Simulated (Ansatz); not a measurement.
`[SiH3][SiH2][GeH3]` + `NC1=C[SiH2]1` → `[GeH3][NH]C1=C[SiH2]1` + `[SiH3][SiH3]` at 298.15 K and 1 bar (cleavage of the Ge–Si bond).

Calculated with Ansatz (gas phase, PBE0-D4/def2-TZVP geometries, no zero-point term in ΔE). CCSD(T)/CBS is the MP2 limit (def2-TZVPP, def2-QZVPP) plus CCSD(T) − MP2 in def2-TZVPP, frozen cores. For Ge outer-core shells are correlated without core-valence functions, which leaves a few kJ/mol of doubt a bond. Scalar relativity is left out up to krypton. Each species was taken in one conformer, which may not be the lowest.

| species | CCSD(T)/CBS energy (Eh) | H − E (kJ/mol) | S (J/(mol·K)) |
| --- | --- | --- | --- |
| `[SiH3][SiH2][GeH3]` | -2659.06477 | 193.0 | 366.2 |
| `NC1=C[SiH2]1` | -422.82137 | 185.0 | 294.4 |
| `[GeH3][NH]C1=C[SiH2]1` | -2500.13796 | 226.5 | 365.0 |
| `[SiH3][SiH3]` | -581.74359 | 143.7 | 274.2 |

H − E and S are ideal-gas, rigid-rotor, harmonic terms from PBE0-D4/def2-TZVP, for one conformer and one mirror image of each species. 1 Eh = 2625.50 kJ/mol, R = 8.31446 J/(mol·K).

**Question.** By hand: ΔE, ΔH, ΔS and ΔG.

**Answer.** ΔE = (-2500.13796) + (-581.74359) − (-2659.06477) − (-422.82137) = 0.00459 Eh = 12.1 kJ/mol. Δ(H − E) = 226.5 + 143.7 − 193.0 − 185.0 = -7.8, so ΔH = 4.3 kJ/mol. ΔS = 365.0 + 274.2 − 366.2 − 294.4 = -21.4 J/(mol·K). ΔG = 4.3 − 298.15 × (-21.4)/1000 = 10.7 kJ/mol.

**Question.** By hand: the equilibrium constant, and the temperature at which ΔG would vanish if ΔH and ΔS stayed fixed.

**Answer.** log₁₀ K = −ΔG/(RT ln 10) = -1.9. ΔH and −TΔS have one sign here, so there is no such temperature. One of them is within its doubt of zero, so this could turn.

TΔS isn't small against ΔH here. A doubt of 5 kJ/mol in ΔE shifts log₁₀ K by 0.9 here. Other conformers and mirror images would add mixing entropy, several J/(mol·K) or more a flexible species. These are equilibria of isolated gas molecules and say nothing of rates. Largest T1 diagnostic: 0.013 (customary marks: 0.02 for closed shells, 0.045 for open ones).
